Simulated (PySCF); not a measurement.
BBr2, SMILES Br[B+]Br, charge +1.

Coordinates come from a TPSSh-D3(BJ)/def2-TZVP optimisation.

Computed with TDA-B3LYP/def2-SVPD (PySCF 2.14.0).

Vertical excitations; the highest root listed may be one member of a degenerate set. The molecule is in vacuum. State labels are in the subgroup D2h.

Problem. Give excitation energies, oscillator strengths and character. (The exact figures need the calculation; the answer reports its results.)

Solution. 
```tsv
state	symmetry	energy (eV)	λ (nm)	f	main pairs
S1	Au	5.49	226	0.000	HOMO→LUMO+1 50 %, HOMO−1→LUMO 50 %
S2	Au	5.65	219	0.000	HOMO−1→LUMO, HOMO→LUMO+1 (degenerate set)
S3	B1u	5.65	219	0.000	HOMO−1→LUMO+1, HOMO→LUMO (degenerate set)
S4	B1g	6.66	186	0.000	HOMO−3→LUMO+1 50 %, HOMO−2→LUMO 50 %
S5	Ag	6.79	182	0.000	HOMO−2→LUMO+1, HOMO−3→LUMO (degenerate set)
S6	B1g	6.79	182	0.000	HOMO−2→LUMO, HOMO−3→LUMO+1 (degenerate set)
S7	B3g	7.64	162	0.000	HOMO→LUMO+2 (degenerate set)
S8	B2g	7.64	162	0.000	HOMO−1→LUMO+2 (degenerate set)
S9	B1u	7.84	158	1.021	HOMO→LUMO 41 %, HOMO−1→LUMO+1 41 %, HOMO−4→LUMO+2 13 %
S10	B2g	8.87	140	0.000	HOMO−4→LUMO+1 97 %
T1	B1u	5.04	246	0	HOMO−1→LUMO+1 50 %, HOMO→LUMO 50 %
T2	Au	5.23	237	0	HOMO→LUMO+1, HOMO−1→LUMO (degenerate set)
T3	B1u	5.23	237	0	HOMO→LUMO, HOMO−1→LUMO+1 (degenerate set)
T4	Au	5.49	226	0	HOMO−1→LUMO 50 %, HOMO→LUMO+1 50 %
```
Triplets are in the Tamm–Dancoff approximation.
